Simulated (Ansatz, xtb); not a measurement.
## Isomers of C5H6BF2N in order of energy

3 gas-phase structures of C5H6BF2N, from a drawn sample of its isomers (lower ones may exist). Each was relaxed with GFN2-xTB:

A. `FB(F)Cn1cccc1`, a singlet
B. `N#C[C@@H]1CC[C@@H]1B(F)F`, a singlet
C. `Cn1ccc(B(F)F)c1`, a singlet

Task: Estimate their order in r2SCAN-D4/def2-SVP energy at these geometries, lowest first.

Result: Calculated order at r2SCAN-D4/def2-SVP: C (0.000), A (0.541), B (1.514) eV.

Energies above the lowest of each column, in eV; the last columns are at B3LYP/def2-SVP geometries and were run for some of them only (a dash: not run or not comparable):

| structure | GFN2-xTB | HF/STO-3G | r2SCAN-D4/def2-SVP | B3LYP/def2-SVP | CCSD(T)/def2-SVP + ΔMP2/def2-TZVPP |
| --- | --- | --- | --- | --- | --- |
| C | 0.000 | 0.000 | 0.000 | 0.000 | 0.000 |
| A | 0.496 | 0.417 | 0.541 | 0.539 | 0.514 |
| B | 1.709 | 0.027 | 1.514 | – | – |

Every level run on C puts it lowest or level with the lowest. Some further structures that were screened fall inside this span and aren't listed. Flexible structures stand in one conformer each, not always the lowest. A keeps a small imaginary mode. Frequencies (GFN2-xTB) were run for A, C alone. ΔMP2 is the change of the MP2 energy from the smaller to the larger basis.

Programs: Ansatz 0.2.0, xtb 6.7.1.
